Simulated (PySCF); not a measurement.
Polarisability and C₆ of Sb (antimony, neutral)

[Kr] 4d10 5s2 5p3, high-spin 4S determinant. Calculation: PySCF 2.14, in aug-cc-pwCVTZ-DK3; the spin-free X2C one-electron Hamiltonian (Gaussian nucleus). Coupled (time-dependent) response in atomic units; α is the mean over directions.

```
 method  mean α (bohr³)  C₆ (like pair)  S(−4)
  M06-L           48.22           554.9  621.6
r2SCANh           45.35           519.7  518.9
```

S(−4) is the Cauchy moment in α(ω) = α(0) + S(−4) ω² + …

Reference α: 43 ± 2 bohr³ (recommended; Schwerdtfeger and Nagle, table of static dipole polarizabilities (2023 update)). Published C₆: 492.0 (Chu and Dalgarno (2004); Tang, Norbeck and Certain (1976)).

α(iu) at r2SCANh:

```tsv
u (hartree)	α(iu) (bohr³)
0	45.35
0.0500	44.10
0.100	40.82
0.200	32.08
0.300	24.31
0.500	14.56
0.750	8.800
1.00	6.009
1.50	3.494
2.00	2.381
3.00	1.367
5.00	0.6372
```

A single London oscillator, α(iu) = α/(1 + u²/ω²), gives C₆ = (3/4) ω α². Matching the computed C₆ needs ω = 4 × 519.7 / (3 × 45.35²) = 0.337 hartree.
